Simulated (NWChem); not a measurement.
Molecule: SnH3OCl; SMILES [OH][SnH2][Cl]

```xyz
6

Sn    -0.2704    -0.3522    -0.0244
O      1.5074    -1.2005    -0.1781
Cl     0.0530     1.9815    -0.0523
H     -1.0878    -0.8117    -1.4426
H     -0.9937    -0.7095     1.4826
H      2.1277    -0.9000     0.4963
```
Atoms are numbered in this order, from 1.

Level: PBE0/def2-SVP with def2 effective core potentials on Sn (NWChem), optimised geometry, unscaled harmonic frequencies. def2 effective core potentials on Sn; no spin-orbit coupling.

| frequency (cm⁻¹) | IR intensity (km/mol) |
|---|---|
| 132 | 19.5 |
| 202 | 115.2 |
| 377 | 51.1 |
| 435 | 43.5 |
| 518 | 3.8 |
| 633 | 126.7 |
| 661 | 74.1 |
| 679 | 89.5 |
| 856 | 97.9 |
| 1954 | 108.5 |
| 1993 | 111.9 |
| 3895 | 79.6 |

| Item | Value |
|---|---|
| zero-point energy | 17.6 kcal/mol |
| thermal correction to the enthalpy at 298.15 K (with zero-point energy) | 21.6 kcal/mol |
| heat capacity Cv | 17.2 cal/(mol K) |
| entropy at 298.15 K and 1 atm (symmetry number 1) | 76.3 cal/(mol K) |

Rigid rotor and harmonic oscillator.
